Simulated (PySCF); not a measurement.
C3H8O2Si.
Numbering: `[CH3:1]/[CH:2]=[CH:3]/[O:4][SiH2:5][OH:6]` (hydrogens: H7, H8, H9 on C1; H10 on C2; H11 on C3; H12, H13 on Si5; H14 on O6)

Geometry (GFN2-xTB, Å), atoms numbered from 1 in this order:
```
atom  x, y, z in Å
C1    -2.7749    0.3205   -0.5039
C2    -1.4241    0.8709   -0.1923
C3    -0.3245    0.1360   -0.1311
O4     0.8844    0.6663    0.1411
Si5    2.3046   -0.0410    0.4449
O6     3.2495    1.2703    0.5068
H7    -2.7204   -0.7473   -0.6997
H8    -3.1931    0.8178   -1.3786
H9    -3.4561    0.4919    0.3296
H10   -1.3598    1.9332   -0.0069
H11   -0.3456   -0.9346   -0.3044
H12    2.2751   -0.7487    1.7249
H13    2.7050   -0.9409   -0.6373
H14    4.1791    1.1851    0.6849
```

PySCF, density fitting, gas phase, GFN2-xTB geometry. The standard run uses grid level 2 after a coarse-grid start, the def2-universal JK fitting basis (with tight functions added where the orbital basis needs them), an energy threshold of 1e-9 Eh and DIIS. The changed runs have no coarse-grid stage.

Q: Standard PBE0/pcSseg-1: E = -558.649281 Eh, HOMO -6.453 eV, LUMO 0.533 eV, dipole 1.924 D, 14 cycles (coarse-grid cycles included). What changes at PBE0/pcSseg-1 with: energy threshold 1e-06 Eh?

A: E = -558.649281 Eh (0.000 mEh), HOMO -6.453 eV (0.000), LUMO 0.533 eV (0.000), dipole 1.923 D (-0.001), 8 SCF cycles. The result matches the standard run within 0.02 mEh and 0.003 eV; such settings steer the iterations and don't enter the energy expression.

The cycles:
```
cycle   1  E = -558.4918194888  dE =  8.320e-01  |g| = 9.322e-01  |ddm| = 3.313e+00
cycle   2  E = -558.2841765953  dE =  2.076e-01  |g| = 1.407e+00  |ddm| = 1.773e+00
cycle   3  E = -558.6471017587  dE = -3.629e-01  |g| = 9.895e-02  |ddm| = 1.223e+00
cycle   4  E = -558.6485326322  dE = -1.431e-03  |g| = 5.429e-02  |ddm| = 1.115e-01
cycle   5  E = -558.6491996016  dE = -6.670e-04  |g| = 1.831e-02  |ddm| = 5.394e-02
cycle   6  E = -558.6492764385  dE = -7.684e-05  |g| = 4.276e-03  |ddm| = 1.735e-02
cycle   7  E = -558.6492804465  dE = -4.008e-06  |g| = 6.901e-04  |ddm| = 3.706e-03
cycle   8  E = -558.6492805131  dE = -6.667e-08  |g| = 3.838e-04  |ddm| = 7.578e-04
```
